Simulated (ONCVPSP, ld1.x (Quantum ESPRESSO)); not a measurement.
**Pseudopotentials across the periodic table**

Generated with ld1.x 7.5 (TM, RRKJ, ultrasoft, PAW), atompaw 4.2 or ONCVPSP 4.0.1. The cutoff is in Ry: for ld1.x and atompaw files where the sum of valence levels is converged to 10 mRy in a Bessel basis, for ONCV files where the hardest occupied wave has 1 mHa per electron of residual kinetic energy. The error is the largest all-electron minus pseudo excitation energy over each file’s own four to seven test configurations (ionisations up to +4, promotions, holes and added fractions of an electron), all of which were solved. The labels leave out finer settings (local radius, basis sizes, second energies), which also bear on the numbers. Spin-polarised tests are not counted. The rows are a selection from randomly drawn settings: files with unsolved tests, undetermined cutoffs or missed reference levels are left out.

A true bound ghost makes a file unfit for plane-wave use even where its test errors are small: the radial tests pick states by their node count and pass the ghost by.

```csv
element,potential,cutoff (Ry),largest error (meV),bound ghosts
Ni,"ONCV, PBE, scalar-relativistic, rc 1.20/1.10/1.70 (spd), local smoothed, core correction yes, reference 3s2 3p6 3d8 4s2, qcut 11.7/12.8/8, projectors 2/1/1",87,-977,none
Rb,"TM semilocal, LDA (PZ), scalar-relativistic, rc 4.00/4.20/4.20 (spd), local p, core correction yes, reference 4d0.5 5s0.5 5p0",6,-4.1,none
Sr,"TM, PBEsol, scalar-relativistic, rc 2.35/1.90/2.60 (spd), local smoothed, core correction no, reference 4s2 4p6 4d0 5s0 5p0",30,+938,none
In,"ONCV, PBEsol, scalar-relativistic, rc 2.35/1.25/1.55 (spd), local smoothed, core correction no, reference 4p6 4d10 5s2 5p0.5, qcut 3.1/8.9/11.7, projectors 3/2/2",80,-127,none
Re,"ONCV, LDA (Perdew-Zunger), scalar-relativistic, rc 1.60/1.30/1.30 (spd), local d, core correction no, reference 5s2 5p6 5d5, qcut 6.3/6.8/7.3, projectors 2/3/0",89,+16,none
```

Problem. Fill in the row for Ti: TM semilocal, PBE, scalar-relativistic, rc 2.05/3.80/2.40 (spd), local d, core correction no, reference 3d2 4s2 4p0.

Solution. cutoff 40 Ry, largest error +427 meV, bound ghosts: none.

Problem. Fill in the row for B: ultrasoft, PBE, scalar-relativistic, rc 1.25/2.58 (sp), local smoothed, core correction no, reference 2s2 2p1.

Solution. cutoff 25 Ry, largest error +246 meV, bound ghosts: s.
